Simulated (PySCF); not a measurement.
**Relaxation of sextet [RuI2]+**

Computed with UB3LYP in PySCF with Ru def2-SVP with ECP28, I def2-SVP with ECP28; scalar-relativistic core potentials, no spin–orbit coupling; density-fitted integrals. A (50,194) grid was used.

A hand-made linear start, of D∞h symmetry, held to at least that symmetry:

```xyz
3
charge 1 multiplicity 6, angstrom
Ru    0.0000    0.0000    0.0000
I     0.0000    0.0000    2.5284
I     0.0000    0.0000   -2.5284
```

At each step, columns x, y, z (Å) and Fx, Fy, Fz (eV/Å):

```
step 0  E − E(last) = 1.98 kJ/mol
Ru   0.000   0.000   0.000   0.000   0.000   0.000
I    0.000   0.000   2.528   0.000   0.000   0.536
I    0.000   0.000  -2.528   0.000   0.000  -0.536
step 1  E − E(last) = 0.19 kJ/mol
Ru   0.000   0.000   0.000   0.000   0.000   0.000
I    0.000   0.000   2.556   0.000   0.000   0.160
I    0.000   0.000  -2.556   0.000   0.000  -0.160
step 2  E − E(last) = 0.00 kJ/mol
Ru   0.000   0.000   0.000   0.000   0.000   0.000
I    0.000   0.000   2.567   0.000   0.000   0.012
I    0.000   0.000  -2.567   0.000   0.000  -0.013
step 3  E − E(last) = 0.00 kJ/mol
Ru   0.000   0.000   0.000   0.000   0.000   0.000
I    0.000   0.000   2.568   0.000   0.000   0.001
I    0.000   0.000  -2.568   0.000   0.000   0.000
```

It ends at D∞h with Ru–I 2.568 Å (×2); I–Ru–I 180.0°. A frequency run shows 2 imaginary modes (one degenerate set), down to 58i cm⁻¹, so it is a higher-order saddle point. Other isomers or separated fragments may lie lower.

With open d or f shells other occupations or spin states may lie lower. No spin–orbit coupling is included, which matters more the heavier the element.
